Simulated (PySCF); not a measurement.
## J couplings in `[H]/N=[CH]/[GeH3]`, CH$_{5}$GeN

Cartesian coordinates in Å; atom numbers follow the order of the lines, from 1:
```xyz
8

N     1.655   -0.125    0.566
C     0.770    0.181   -0.291
Ge   -1.123   -0.143    0.117
H     2.596    0.100    0.217
H     1.013    0.629   -1.278
H    -1.717   -1.086   -0.949
H    -1.892    1.192    0.052
H    -1.243   -0.766    1.513
```

Level of theory for the indirect couplings: PBE0/pcJ-1 (dyall-v2z on Ge), no solvent, Gaussian nuclear model, structure from PBE0-D3(BJ)/def2-SVP (PySCF 2.14.0).

Non-relativistic values:
```
    coupling           atoms  J (Hz)
1J(73Ge,13C)        Ge3 – C2   -30.4
 1J(73Ge,1H)  Ge3 – H6/H7/H8   -85.2
2J(73Ge,15N)        Ge3 – N1     8.0
 2J(73Ge,1H)        Ge3 – H5   -14.4
 3J(73Ge,1H)        Ge3 – H4   -14.6
```

What do two-component X2C with spin–orbit coupling give?

Answers


```json
{"coupling": "1J(73Ge,13C)", "atoms": "Ge3 – C2", "with spin–orbit (Hz)": "-32.2"}
{"coupling": "1J(73Ge,1H)", "atoms": "Ge3 – H6/H7/H8", "with spin–orbit (Hz)": "-93.5"}
{"coupling": "2J(73Ge,15N)", "atoms": "Ge3 – N1", "with spin–orbit (Hz)": "9.3"}
{"coupling": "2J(73Ge,1H)", "atoms": "Ge3 – H5", "with spin–orbit (Hz)": "-16.8"}
{"coupling": "3J(73Ge,1H)", "atoms": "Ge3 – H4", "with spin–orbit (Hz)": "-16.7"}
```

The largest listed coupling, 1J(73Ge,1H), ends at 1.10 times its non-relativistic value. Equivalent partners are averaged, as under fast rotation.
